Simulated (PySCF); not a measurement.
Gas-phase reaction: 4 GaH + 2 HF ⇌ 2 GaF + Ga₂H₆

Energies from PySCF, thermal terms from the rigid-rotor harmonic-oscillator model, ideal gas at 1 bar. † marks an energy on the PBE0/def2-TZVP geometry and frequencies; other levels use their own. CCSD(T) freezes the core. 6-31G* has spherical d functions here. All species are closed-shell singlets. B3LYP is the form with VWN-RPA correlation. Ga: all electrons, no relativistic terms. GaH, Ga₂H₆: computed as isolated molecules; such fragments, hydroxides, amides, oligomers or adducts are transient or little studied in the gas. CCSD(T) isn't extrapolated to the basis-set limit; its ΔH°(298 K) is -617.4 kJ in def2-SVP and -622.0 kJ in def2-TZVPP. The harmonic model lacks anharmonicity and excited electronic states, which grow with temperature; levels with a mode under 35 cm⁻¹ are left out.

| level | ΔE electronic, kJ | ΔH°(298 K), kJ | ΔS°(298 K), J/K | ΔG°(1800 K), kJ |
|---|---|---|---|---|
| B3LYP/6-31G* | -647 | -631 | -393 | 61 |
| B3LYP/def2-TZVP† | -594 | -579 | -394 | 116 |
| CCSD(T)/def2-SVP† | -632 | -617 | -394 | 77 |
| M06-2X/def2-TZVP† | -639 | -624 | -394 | 71 |
| PBE0/def2-QZVP† | -634 | -619 | -394 | 76 |
| PBE0/def2-SVP† | -673 | -658 | -394 | 37 |
| PBE0/def2-TZVP | -642 | -627 | -394 | 68 |
| r2SCAN/def2-TZVP† | -704 | -689 | -394 | 6 |
| LDA/def2-TZVP† | -757 | -742 | -394 | -47 |
| ωB97X-V/def2-TZVP† | -671 | -656 | -394 | 39 |
ΔH° is lowest at LDA/def2-TZVP† and highest at B3LYP/def2-TZVP†. No reference value is set beside these.
